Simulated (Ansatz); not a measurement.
Geometry optimisation, Ansatz 0.2.0, RKS PBE/def2-SVP.

Input:

```yaml
crystal:
  periodic: [false, false, false]
  atoms:
    - { symbol: C, position_ang: [-0.2101, 1.2219, 2.1145] }
    - { symbol: "N", position_ang: [0.2408, 0.2459, 1.2126] }
    - { symbol: C, position_ang: [-0.092, 0.2303, -0.0489] }
    - { symbol: Sn, position_ang: [0.7918, -1.2877, -1.283] }
    - { symbol: S, position_ang: [-0.0872, -0.9831, -3.5502] }
    - { symbol: H, position_ang: [0.0774, 2.2861, 1.7624] }
    - { symbol: H, position_ang: [0.1594, 1.0864, 3.1286] }
    - { symbol: H, position_ang: [-1.3303, 1.2508, 2.1255] }
    - { symbol: H, position_ang: [-0.7066, 1.0008, -0.4252] }
    - { symbol: H, position_ang: [-0.79649, -0.50161, -0.444] }
    - { symbol: H, position_ang: [2.4567, -1.2277, -1.2452] }
    - { symbol: H, position_ang: [-1.4117, -1.0231, -3.095] }
basis:
  gaussian: { orbitals: def2-SVP }
hamiltonian:
  xc: pbe
relax:
  f_tol: 0.02
  max_steps: 50
```

Launched with:

```bash
$ ansatz run input.yaml --threads 2 --pin off --max-ram 3072MiB --backend cpu --events-out ev --progress --plain --runs-dir out
```

Q: Where does it end, and by what steps?

A: It converged. After 38 steps the energy has fallen by 4.585 eV; H8 moved furthest, 1.95 Å. Parted: C3–Sn4, Sn4–H10. Joined: N2–Sn4.

| step | energy less start (eV) | largest force component (eV/Å) | accepted |
| --- | --- | --- | --- |
| 0 | 0.0000 | 2.893 | yes |
| 2 | -1.7680 | 2.417 | yes |
| 4 | -2.9430 | 1.808 | yes |
| 6 | -3.5292 | 1.039 | yes |
| 8 | -3.6747 | 0.268 | yes |
| 10 | -3.7189 | 0.420 | yes |
| 12 | -3.7360 | 0.395 | yes |
| 14 | -3.7480 | 0.074 | yes |
| 16 | -3.7536 | 0.280 | yes |
| 18 | -3.7741 | 0.324 | yes |
| 20 | -3.7944 | 0.537 | yes |
| 22 | -3.9346 | 1.168 | yes |
| 24 | -4.2022 | 0.957 | yes |
| 26 | -4.3574 | 0.916 | yes |
| 28 | -4.4587 | 0.442 | yes |
| 30 | -4.5348 | 0.285 | yes |
| 32 | -4.5672 | 0.380 | yes |
| 34 | -4.5803 | 0.191 | yes |
| 36 | -4.5822 | 0.216 | yes |
| 38 | -4.5851 | 0.020 | yes |

```xyz
12
Properties=species:S:1:pos:R:3
C 0.123 0.852 1.729
N -0.216 0.374 0.401
C -1.233 0.822 -0.232
Sn 1.213 -1.378 -0.525
S 0.136 -1.086 -2.793
H -0.581 1.629 2.101
H 1.152 1.268 1.709
H 0.132 -0.003 2.436
H -1.903 1.592 0.209
H -1.419 0.428 -1.254
H 2.330 0.000 -0.860
H -0.643 -2.199 -2.668
```

The run took 97 s on 2 threads of Arm Neoverse V2 (shared host), peak memory 0.25 GiB.
